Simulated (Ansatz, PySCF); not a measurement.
Pair of molecules: HF (SMILES F) (first 2 atoms) with HBr (SMILES Br); geometry from B3LYP-D3(BJ)/def2-TZVP, rigid monomers moved along the line of their centres of mass till F1···H4 is 2.90 Å.
(charge 0, multiplicity 1):
```tsv
atom	x (Å)	y (Å)	z (Å)
F	-0.3622	0.1354	0.3694
H	-0.2203	-0.7743	0.2652
Br	0.0321	1.1202	4.5419
H	-0.1398	1.0087	3.1267
```

Monomers are frozen at their geometry in the pair; levels with a basis set take the counterpoise correction. Rows marked so take none.

Frozen-core correlation. Filled d and f shells under p-block atoms count as core. CBS: X⁻³ extrapolation of the correlation energy, Hartree–Fock from the larger set. Rows in 3-21G, 6-31G*, STO-3G carry no dispersion term and start afresh at each structure (6-31G* with six Cartesian d functions); the Pople sets are all-electron and without relativity. MP2/6-31G* freezes PySCF's default core, which leaves 3d correlated.

Codes used: Ansatz (Gaussian basis) for Hartree–Fock, density functionals and correlated methods; PySCF for 3-21G rows, 6-31G* rows, STO-3G rows, the dispersion terms. Each number belongs to the level named beside it.

```csv
level,interaction energy (kcal/mol)
HF/STO-3G (no counterpoise),-0.66
HF/6-31G* (no counterpoise),-1.69
PBE/def2-TZVPPD,-1.28
r2SCAN-D4/def2-TZVPPD,-1.36
B3LYP/3-21G (no counterpoise),-2.46
MP2/6-31G* (no counterpoise),[?]
"MP2/CBS(aug-cc-pVTZ, aug-cc-pVQZ)",-1.37
SCS-MP2/aug-cc-pVDZ,[?]
"CCSD(T)/CBS(aug-cc-pVTZ, aug-cc-pVQZ)",-1.36
```

**Question.** Some entries are withheld; supply them.

**Answer.** 
- MP2/6-31G* (no counterpoise), interaction energy (kcal/mol): -2.05
- SCS-MP2/aug-cc-pVDZ, interaction energy (kcal/mol): -1.22

Ansatz is a quantum-chemistry and plane-wave program.
